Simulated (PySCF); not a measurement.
This script is equivalent to a calculation on Xe⁺ (xenon, charge +1).

```python
from pyscf import gto, scf, dft, mp, cc
import basis_set_exchange as bse
txt = bse.get_basis("aug-cc-pVQZ-PP", elements=["Xe"], fmt="nwchem", header=False, augment_diffuse=1)
cut = txt.index("\nECP")
mol = gto.M(atom="Xe 0 0 0", charge=1, spin=1, symmetry="D2h",
            basis=gto.basis.parse(txt[:cut]),
            ecp={"Xe": gto.basis.parse_ecp(txt[cut:])})
mf = dft.UKS(mol, xc="LDA,VWN")
mf.irrep_nelec = {'Ag': (4, 4), 'B1g': (1, 1), 'B2g': (1, 1), 'B3g': (1, 1), 'B1u': (2, 2), 'B2u': (2, 2), 'B3u': (2, 1)}
mf.kernel()
```

(1) What total energy does it give?

(2) Which occupied shell lies highest, and where?

(3) What is ⟨S²⟩, and what would a pure spin state give?

Energies and moments cover only the electrons outside the core potential.

Results:

(1) -328.456 hartree (calculated).

(2) 5p β, at -16.741 eV.

(3) 0.751, against 0.75.
